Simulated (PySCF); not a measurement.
# [LaBr2]+ relaxed at several levels

Computed with PySCF 2.14.0, PBE0, def2-SVP on the ligands, density fitting, scalar-relativistic core potentials, no spin-orbit coupling, vacuum. Each row is relaxed at its own level from the same template. Distances are means of the shortest metal–ligand contacts, charges and spins Mulliken's; removal energies are rigid, with the ligand's formal charge and no counterpoise, so too large; for an anion taken off a cation in vacuum most of it is the attraction of opposite charges, and multiply charged cations can part far more cheaply with an electron moved from ligand to metal. lcecp potentials hold a fixed number of 4f electrons in the core, out of states, spins and gaps.

| level | basis on the metal | point group | M–Br (Å) | charge on M (e) | HOMO–LUMO gap (eV) | removal of one Br (eV) | strongest infrared band, degenerate modes summed (cm⁻¹) | unstable modes (below −25 cm⁻¹) |
| --- | --- | --- | --- | --- | --- | --- | --- | --- |
| PBE0 | lcecp-1-SVP with ECP46 | C2v | 2.647 | 1.33 | – | 13.07 | 266 | 0 |

What does the calculation give for PBE0, def2-SVP with ECP46?

point group: C2v, M–Br (Å): 2.652, charge on M (e): 1.28, HOMO–LUMO gap (eV): 5.14, removal of one Br (eV): 13.06, strongest infrared band, degenerate modes summed (cm⁻¹): 269, unstable modes (below −25 cm⁻¹): 0.
```xyz
3

La    0.0000    0.0000   -0.8973
Br    2.1280    0.0000    0.6852
Br   -2.1280    0.0000    0.6852
```

One start shape was tried for each, so a minimum needn't be the lowest isomer.
